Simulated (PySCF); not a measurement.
Computed shifts of a molecule C5H7N, PBE0/pcSseg-1 run with PySCF, GIAO, gas phase, equivalent atoms averaged, in ppm (number of nuclei): ¹³C: 197.1 (1), 140.8 (1), 134.5 (1), 60.2 (1), 39.3 (1). ¹⁵N: 432.0 (1). ¹H: 7.45 (1), 6.61 (1), 6.22 (1), 4.50 (2), 3.43 (2). References: ¹³C against TMS (σ = 186.3 ppm); ¹⁵N against NH3 (σ = 267.4 ppm); ¹H against TMS (σ = 31.56 ppm), references at their B3LYP-D3(BJ)/def2-TZVP geometries, non-relativistic. Geometry optimised at PBE-D3(BJ)/def2-SVP. One conformer was computed; it need not be the lowest.

Task: Pick the molecule that these values belong to.
(A) C=C/C=N/C=C
(B) C=C(C)CC#N
(C) C1=CCCN=C1
(D) C=CC1=NCC1

Result: D, C=CC1=NCC1
